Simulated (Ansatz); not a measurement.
A run for Ansatz (a quantum-chemistry and plane-wave program): R-CCSD(T)/def2-SVP on CH5FInN (SMILES [CH3][In]([NH2])[F]), a point of a torsion scan. Elements past Kr take the def2 small-core potentials; no spin–orbit coupling. The run froze 12 orbitals, filled d shells among them.

Ansatz 0.2 input:
```yaml
crystal:
  periodic: [false, false, false]
  atoms:
    - {symbol: C, position_ang: [-1.82109999, -0.34584767, -0.09604195]}
    - {symbol: In, position_ang: [0.27181491, 0.37269040, 0.14055583]}
    - {symbol: N, position_ang: [2.22791748, -0.29643123, 0.06698195]}
    - {symbol: F, position_ang: [0.37204276, 2.34945249, 0.24726196]}
    - {symbol: H, position_ang: [-2.08560293, -0.23011656, -1.14277296]}
    - {symbol: H, position_ang: [-1.88356703, -1.38498018, 0.20788061]}
    - {symbol: H, position_ang: [-2.44328240, 0.28972275, 0.52519327]}
    - {symbol: H, position_ang: [2.81699735, 0.49610808, 0.31386643]}
    - {symbol: H, position_ang: [2.41720558, -1.02561220, 0.74857411]}
basis:
  gaussian:
    orbitals: def2-SVP
magnetization: {spin_polarized: false}
correlation: {method: ccsd_t, electrons: outside_noble_gas}
scf: {lower_state_search: off}
```

The head of its log:

```
WARN ansatz: RAYON_NUM_THREADS=1 ignored (pool sized by the plan → 1); use --threads N
Functional definition: HF
these checks for a lower state are left out or cut short: stability, starts, cluster_reference, orbital_swaps, neighbouring_geometries, increment
integrals: 0.11 GiB planned
1017 factors; integrals over basis functions are off by at most 1.1e-3 eV
mean field: 0.26 GiB planned
mean field evaluation 1: about -10437.5471 eV, gradient 4.6e1 eV
mean field evaluation 2: about -10437.6401 eV, gradient 4.6e1 eV
mean field evaluation 4: about -10442.0377 eV, gradient 2.8e0 eV
mean field evaluation 8: about -10442.0842 eV, gradient 2.0e-1 eV
mean field -10442.08437832 eV, -383.7395230043 hartree, gradient 1.2e-6 eV, S^2 0.000000; 0 other end points of the search recorded, 0 dependent functions left out
12 core orbitals not correlated, not the lowest: weight in the atoms' cores, before any rotation towards them, 0.707 or more for the frozen orbitals, at most 0.289 for the correlated occupied ones
reference -10442.08437832 eV, -383.7395230043 hartree; 12, 12 occupied and 69, 69 virtual orbitals, 1017 factors
```

### Question
Give the final energy of this run.

### Answer
-384.3569 hartree (reference determinant -383.7395, T1 diagnostic 0.016).
